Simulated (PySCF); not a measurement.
Bi(Me)2(SiH3) (C2H9BiSi), SMILES [CH3][Bi]([CH3])[SiH3].

Geometry optimised at B3LYP-D3(BJ)/def2-SVP. The structure was generated by enumeration; whether it is a known compound was not checked. The def2 effective core potentials stand for the cores of Bi; spin–orbit coupling is left out.

Calculation: TDDFT-PBE0/def2-SVPD run with PySCF.

Vertical excitations. Gas-phase values at a fixed geometry. State labels are in the subgroup Cs.

Computed UV-visible absorptions:
```tsv
state	symmetry	energy (eV)	λ (nm)	f	main pairs
S1	A"	5.25	236	0.026	HOMO→LUMO+1 96 %
S2	A'	5.45	228	0.153	HOMO→LUMO 81 %
S3	A'	5.61	221	0.089	HOMO→LUMO+2 94 %
S4	A"	6.07	204	0.044	HOMO−1→LUMO+1 72 %, HOMO−2→LUMO 18 %
S5	A'	6.20	200	0.135	HOMO−1→LUMO 62 %, HOMO→LUMO+3 13 %
S6	A'	6.35	195	0.016	HOMO→LUMO+3 53 %, HOMO−1→LUMO+2 30 %, HOMO−2→LUMO+1 16 %
S7	A"	6.35	195	0.018	HOMO−2→LUMO 78 %, HOMO−1→LUMO+1 13 %
S8	A'	6.49	191	0.290	HOMO→LUMO+3 30 %, HOMO−1→LUMO+2 25 %, HOMO−1→LUMO 19 %, HOMO−2→LUMO+1 12 %
S9	A"	6.80	182	0.000	HOMO→LUMO+4 84 %
S10	A'	6.86	181	0.131	HOMO→LUMO+5 50 %, HOMO−2→LUMO+1 25 %, HOMO−1→LUMO+2 17 %
T1	A'	4.40	281	0	HOMO→LUMO 93 %
T2	A"	4.57	271	0	HOMO→LUMO+1 88 %
T3	A'	4.93	251	0	HOMO→LUMO+2 56 %, HOMO−2→LUMO+1 16 %, HOMO−1→LUMO 15 %
T4	A"	5.30	234	0	HOMO−1→LUMO+1 77 %
```
Triplets are in the Tamm–Dancoff approximation, which puts them higher than full response would, so one can lie above its singlet here.
